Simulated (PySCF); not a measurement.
C5H9N3.
Numbering: `[CH3:1][CH2:2][n:3]1[n:4][n:5][cH:6][c:7]1[CH3:8]`

Geometry (GFN2-xTB, Å), atoms numbered from 1 in this order:
```
atom  x, y, z in Å
C1     2.1554   -0.0892    0.3089
C2     1.1834    0.2508   -0.8181
N3    -0.0671   -0.4379   -0.6588
N4    -0.2771   -1.6174   -1.2382
N5    -1.4416   -2.0351   -0.9186
C6    -2.0278   -1.1314   -0.1130
C7    -1.1530   -0.0813    0.0740
C8    -1.2643    1.1817    0.8408
H9     3.1032    0.4146    0.1418
H10    1.7603    0.2244    1.2722
H11    2.3273   -1.1621    0.3365
H12    0.9957    1.3279   -0.8506
H13    1.5998   -0.0718   -1.7750
H14   -3.0144   -1.2758    0.2761
H15   -1.0987    2.0430    0.1928
H16   -2.2580    1.2552    1.2737
H17   -0.5300    1.2164    1.6457
```

Definitions: NICS(0) = −σiso at the ring centroid; NICS(1) = −σiso and NICS(1)zz = −σzz at ±1 Å along the ring normal z. Level: GIAO PBE0/pcSseg-1 (PySCF, non-relativistic, gas phase) on the GFN2-xTB geometry, one conformer.

Ring bond lengths (Å), with Mayer bond orders in brackets: N3–N4 1.331 (1.18), N4–N5 1.278 (1.48), N5–C6 1.345 (1.38), C6–C7 1.380 (1.45), C7–N3 1.358 (1.07).

What do the NICS probes read (ppm)?

```tsv
ring	type	NICS(0)	NICS(1), two faces	NICS(1)zz, two faces	rms pucker (Å)	centre to ring atoms, mean (Å)
N3–N4–N5–C6–C7	5-membered ring with 3 N; formal bonds all aromatic	-12.5	-12.8 / -13.0	-31.8 / -32.6	0.00	1.14
```

What can be read from them?

- N3–N4–N5–C6–C7: mean NICS(1)zz -32.2 ppm, shielded. The ring is flat and has no four-coordinate atom; by the NICS criterion it is aromatic.

How equal are the bonds by HOMA? HOMA = 1 − mean of α(R − Ropt)² over the ring bonds, with Krygowski's 1993 parameters (CC: Ropt 1.388 Å, α 257.7 Å⁻²; CN: Ropt 1.334 Å, α 93.52 Å⁻²; NN: Ropt 1.309 Å, α 130.33 Å⁻²).

- N3–N4–N5–C6–C7: HOMA 0.95; the largest term is that of N4–N5, α(R − Ropt)² = 0.13. The geometric and the magnetic index point the same way.

Give the inner angles of the rings and the Hirshfeld charges of the ring atoms.

- N3–N4–N5–C6–C7: N3 110.0° (+0.040 e), N4 108.9° (-0.089 e), N5 109.1° (-0.152 e), C6 108.4° (-0.058 e), C7 103.5° (+0.028 e); sum 540.0° against 540° for a flat convex ring.

What are the shieldings of the ring atoms and their hydrogens in the same run (means over atoms taken as equivalent)?

```
atoms                          environment  σ isotropic (ppm)  principal values of the symmetric part, first atom (ppm)
   N3                pyrrole-type nitrogen               -4.6                                       -159.5, 30.7, 115.2
   N4               pyridine-type nitrogen             -134.3                                      -371.5, -128.4, 97.1
   N5               pyridine-type nitrogen             -119.3                                     -369.1, -180.6, 191.6
   C6  aromatic CH next to a ring nitrogen               49.5                                        -26.3, 61.1, 113.5
   C7          substituted aromatic carbon               49.9                                        -24.3, 34.7, 139.4
  H14                    aromatic hydrogen              24.20                                          21.8, 23.6, 27.2
```

Rough CPU time on one thread of a shared machine: about 80 s (with the writing of density and orbital grids). This is the whole shielding run at PBE0/pcSseg-1, SCF included.
